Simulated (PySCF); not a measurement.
Species: 1,1,2-trifluoro-2-methylcyclopropane, C4H5F3.
Atom-mapped SMILES: `[CH3:1][C@:2]1([F:3])[CH2:4][C:5]1([F:6])[F:7]`

Cartesian coordinates in Å at the GFN2-xTB level; atoms count from 1:
```
atom  x, y, z in Å
C1     1.411    0.014   -0.541
C2     0.229   -0.318    0.328
F3     0.563   -1.127    1.379
C4    -1.158   -0.535   -0.240
C5    -0.862    0.675    0.585
F6    -1.420    0.821    1.796
F7    -0.799    1.887   -0.007
H8     2.207    0.433    0.071
H9     1.127    0.740   -1.296
H10    1.779   -0.889   -1.024
H11   -1.304   -0.410   -1.301
H12   -1.773   -1.291    0.224
```

Definitions: NICS(0) = −σiso at the ring centroid; NICS(1) = −σiso and NICS(1)zz = −σzz at ±1 Å along the ring normal z. Level: GIAO PBE0/pcSseg-1 (PySCF, non-relativistic, gas phase) on the GFN2-xTB geometry, one conformer.

Ring bond lengths (Å), with Mayer bond orders in brackets: C2–C4 1.515 (0.86), C4–C5 1.495 (0.96), C5–C2 1.498 (0.89).

Q: Give the NICS values of each ring in ppm.

A: 
```tsv
ring	type	NICS(0)	NICS(1), two faces	NICS(1)zz, two faces	rms pucker (Å)	centre to ring atoms, mean (Å)
C2–C4–C5	3-membered carbocycle; formal bonds all single	-29.2	-7.8 / -4.8	-14.5 / -8.8	0.00	0.87
```

Q: What do they say, and how far can they be read as aromaticity?

A: 
- C2–C4–C5: mean NICS(1)zz -11.6 ppm, shielded. C2, C4, C5 have four or more neighbours, and the NICS criterion for π rings isn't applied. The two faces differ by 5.7 ppm, so no symmetry operation interchanges them. NICS(0) lies 23 ppm below the mean NICS(1).

Q: At the second NICS(1) probe listed for ring C2–C4–C5, 1 Å off the ring, what do the in-plane components average?

A: The isotropic value is a third of the trace: (3 × -4.8 − (-8.8))/2 = -2.8 ppm.
